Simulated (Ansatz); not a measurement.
H$_{3}$O$_{3}$Si (SMILES O[Si](O)O), doublet, geometry from GFN2-xTB; REVPBE/STO-3G (Ansatz, an electronic-structure program).

Ansatz was given this input:
Ansatz 0.2 input:
```yaml
crystal:
  periodic: [false, false, false]
  atoms:
    - {symbol: O, position_ang: [-0.84317475, -0.87603590, -0.91455838]}
    - {symbol: Si, position_ang: [-0.16941596, -0.08038194, 0.34291190]}
    - {symbol: O, position_ang: [-0.28508537, 1.51773913, -0.03316397]}
    - {symbol: O, position_ang: [1.37066024, -0.57947772, 0.49097699]}
    - {symbol: H, position_ang: [-1.58178239, -0.47345656, -1.36288875]}
    - {symbol: H, position_ang: [0.23413609, 2.15205276, 0.45211068]}
    - {symbol: H, position_ang: [1.78026866, -1.05105329, -0.23602572]}
basis:
  gaussian:
    orbitals: STO-3G
hamiltonian:
  xc: revpbe
magnetization: {spin_polarized: true, initial_magnetization: 1}
```

The log (banner, timings and long lists left out):

```
Functional definition: revPBE
351 factors; integrals over basis functions are off by at most 3.0e-5 eV
mean field evaluation 1: about -13882.5482 eV, gradient 2.1e1 eV
mean field evaluation 2: about -13879.8508 eV, gradient 2.9e1 eV
mean field evaluation 4: about -13885.4343 eV, gradient 9.6e-1 eV
mean field evaluation 8: about -13885.4031 eV, gradient 4.9e-2 eV
mean field -13885.40310671 eV, -510.2791523072 hartree, gradient 2.1e-5 eV, S^2 0.750739; 0 other end points of the search recorded, 0 dependent functions left out
reference -13885.40313255 eV, -510.2791532569 hartree; 21, 20 occupied and 6, 7 virtual orbitals, 351 factors
Total energy: -13885.40313255 eV, -510.2791532569 hartree
```
